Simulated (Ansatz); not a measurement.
Total energies of H$_{2}$InO, SMILES `[OH][InH]` radical.

```xyz
4

O     0.544   -0.651   -0.692
In   -0.390    0.296    0.806
H     0.925   -1.501   -0.459
H    -1.080    1.856    0.345
```

The species carries charge 0 and has multiplicity 2. Correlated methods include outer-core shells of In, which these sets cover unevenly. In takes the def2 core potential. Geometry: relaxed with PBE0-D4/def2-TZVP. Basis def2-TZVPP, Ansatz 0.2.0.

RPA on PBE orbitals: Hartree–Fock energy of these orbitals -265.21595 Eh, correlation -0.78060 Eh (frozen core).

```csv
functional,energy without D4 (Eh),D4 term (kJ/mol)
LDA (SPW92),-265.70240,–
PBE,-266.49740,-4.5
revPBE,-266.60584,-12.5
BLYP,-266.52505,-9.9
r2SCAN,-266.61005,-0.9
B97M-V,-266.55140,–
PBE0,-266.49143,-3.7
B3LYP,-266.64691,-7.4
r2SCANh,-266.59003,-1.0
r2SCAN0,-266.56100,-1.1
HSE06 (plane-wave form),-266.48668,-3.5
BHLYP,-266.45500,-6.4
CAM-B3LYP,-266.52887,-3.8
LC-ωPBE,-266.55779,–
ωB97X-V,-266.52144,–
ωB97M-V,-266.49250,–
B2PLYP,-266.31122,–
PBE-QIDH,-266.27308,–
```

B3LYP takes the VWN-RPA correlation (the form of Gaussian; ORCA's B3LYP/G). HSE06 is the plane-wave form, built on full-range PBE exchange. The double hybrids freeze the cores in their second-order part.

LC-ωPBE has ω = 0.4 bohr⁻¹.
